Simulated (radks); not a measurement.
All-electron atom: Sb33+ in [Ar] (the NIST ground configuration). Calculated with a radial shooting solver on a logarithmic mesh with Libxc functionals: non-relativistic Kohn-Sham, exchange-only LDA, spin-polarised, spherical densities, point nucleus; relativity is left out, which matters for an element this heavy. Some entries of the table are withheld. Estimate them.

orbital  occ.  eigenvalue (eV)  <1/r> (bohr^-1)
1s          2        -30851.86              (1)
2s          2        -6004.131            11.66
2p          6        -5748.763            11.64
3s          2        -2236.042            4.680
3p          6        -2140.614              (2)

Answer. 
(1) 1s <1/r> (bohr^-1): 50.43
(2) 3p <1/r> (bohr^-1): 4.632
